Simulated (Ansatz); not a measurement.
`O[SiH2]CS` + H–F → `F[SiH2]CS` + H₂O  (ligand exchange at the Si–O bond)

Computed with Ansatz on PBE0-D4/def2-TZVP structures; ΔE is electronic, products minus reactants. CCSD(T)/CBS is the MP2 limit (def2-TZVPP, def2-QZVPP) plus CCSD(T) − MP2 in def2-TZVPP, frozen cores. This one scheme is used for every species. Functionals use def2-TZVPP. HSE06 is defined as in plane-wave codes. Each species was taken in one conformer, which may not be the lowest.

`O[SiH2]CS`:

Cartesian coordinates in Å:
```
O -0.586 -0.706 -1.718
Si -0.066 -1.005 -0.188
C 0.808 0.512 0.485
S -0.312 1.938 0.357
H -0.995 0.158 -1.833
H 0.833 -2.182 -0.273
H -1.196 -1.299 0.740
H 1.661 0.762 -0.151
H 1.178 0.402 1.507
H -1.324 1.420 1.075
```

H–F:

```xyz
2

F    -0.203    0.098   -0.401
H     0.203   -0.098    0.401
```

`F[SiH2]CS`:

Z-matrix (Å, degrees):
```
Si
C 1 1.863
F 1 1.604 2 108.0
H 1 1.480 2 110.7 3 118.2
H 1 1.485 2 111.5 3 -117.4
S 2 1.814 1 111.0 3 -56.0
H 2 1.094 1 108.7 3 -171.8
H 2 1.092 1 112.7 3 69.4
H 6 1.343 2 97.1 1 50.0
```

H₂O:

Z-matrix (Å, degrees):
```
O
H 1 0.960
H 1 0.960 2 105.1
```

```json
{"level": "LDA (SPW92)", "ΔE (kJ/mol)": "-32.5", "difference from CCSD(T)/CBS": "6.5"}
{"level": "revPBE-D4", "ΔE (kJ/mol)": "-34.5", "difference from CCSD(T)/CBS": "4.5"}
{"level": "r2SCANh-D4", "ΔE (kJ/mol)": "-39.6", "difference from CCSD(T)/CBS": "-0.6"}
{"level": "CAM-B3LYP-D4", "ΔE (kJ/mol)": "-42.1", "difference from CCSD(T)/CBS": "-3.1"}
{"level": "B2PLYP", "ΔE (kJ/mol)": "-41.8", "difference from CCSD(T)/CBS": "-2.8"}
{"level": "BLYP", "ΔE (kJ/mol)": "-45.8", "difference from CCSD(T)/CBS": "-6.8"}
{"level": "PBE0", "ΔE (kJ/mol)": "-38.7", "difference from CCSD(T)/CBS": "0.3"}
{"level": "HSE06", "ΔE (kJ/mol)": "-38.4", "difference from CCSD(T)/CBS": "0.6"}
{"level": "BHLYP", "ΔE (kJ/mol)": "-45.0", "difference from CCSD(T)/CBS": "-6.0"}
{"level": "LC-ωPBE", "ΔE (kJ/mol)": "-40.7", "difference from CCSD(T)/CBS": "-1.7"}
{"level": "RPA@PBE/def2-TZVPP", "ΔE (kJ/mol)": "-39.6", "difference from CCSD(T)/CBS": "-0.6"}
{"level": "CCSD(T)/def2-SVP", "ΔE (kJ/mol)": "-40.0", "difference from CCSD(T)/CBS": "-1.0"}
{"level": "MP2/def2-TZVPP", "ΔE (kJ/mol)": "-35.7", "difference from CCSD(T)/CBS": "3.3"}
{"level": "SCS-MP2/def2-TZVPP", "ΔE (kJ/mol)": "-39.1", "difference from CCSD(T)/CBS": "-0.1"}
{"level": "CCSD(T)/def2-TZVPP", "ΔE (kJ/mol)": "-37.7", "difference from CCSD(T)/CBS": "1.3"}
{"level": "HF/def2-QZVPP", "ΔE (kJ/mol)": "-49.6", "difference from CCSD(T)/CBS": "-10.6"}
{"level": "CCSD(T)/CBS", "ΔE (kJ/mol)": "-39.0", "difference from CCSD(T)/CBS": "0"}
```

Largest T1 diagnostic among the species: 0.011.

The D4 term adds +4.1 kJ/mol with B3LYP and +2.2 kJ/mol with PBE0; it sums over pairs of atoms, weighted by their polarisabilities, and B3LYP, whose exchange is more repulsive, gets the larger term. In def2-TZVPP, CCSD(T) changes the Hartree–Fock value by +10.5 kJ/mol (the triples alone add +1.9 kJ/mol) and MP2 by +12.4 kJ/mol. Leaving LDA and LC-ωPBE aside and taking each functional with its dispersion term where it has one, the values, not all of them listed here, spread over 7.6 kJ/mol, from B97M-V to revPBE-D4. LDA lies +6.6 kJ/mol from PBE without D4.

B3LYP here is the variant with VWN-RPA as its local correlation; programs differ in this.
